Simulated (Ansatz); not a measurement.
`C[N](C)[AlH2]` + `O[SiH](O)Br` → `O[SiH](Br)[O][AlH2]` + `CNC`  (ligand exchange at the Al–N bond)

Gas-phase electronic energies from Ansatz, PBE0-D4/def2-TZVP geometries. CCSD(T)/CBS is the MP2 limit (def2-TZVPP, def2-QZVPP) plus CCSD(T) − MP2 in def2-TZVPP, frozen cores. This one scheme is used for every species. Functionals use def2-TZVPP. For Br outer-core shells are correlated without core-valence functions, which leaves a few kJ/mol of doubt a bond. Scalar relativity is left out up to krypton. One conformer a species, not always the lowest.

CCSD(T)/CBS gives -69.3 kJ/mol.

**Question.** Another level gave -65.1 kJ/mol. Which?
A. CCSD/def2-TZVPP
B. HF/def2-TZVPP
C. PBE0/def2-TZVPP
D. PBE/def2-TZVPP

**Answer.** C. PBE0 -65.1, CCSD/def2-TZVPP -72.1, PBE -58.5, HF/def2-TZVPP -91.2 kJ/mol.

Largest T1 diagnostic among the species: 0.012.

In def2-TZVPP, CCSD(T) changes the Hartree–Fock value by +23.1 kJ/mol (the triples alone add +4.0 kJ/mol) and MP2 by +24.0 kJ/mol. From PBE to PBE0 (25 % exact exchange), in def2-TZVPP and without D4, ΔE moves by −6.6 kJ/mol.
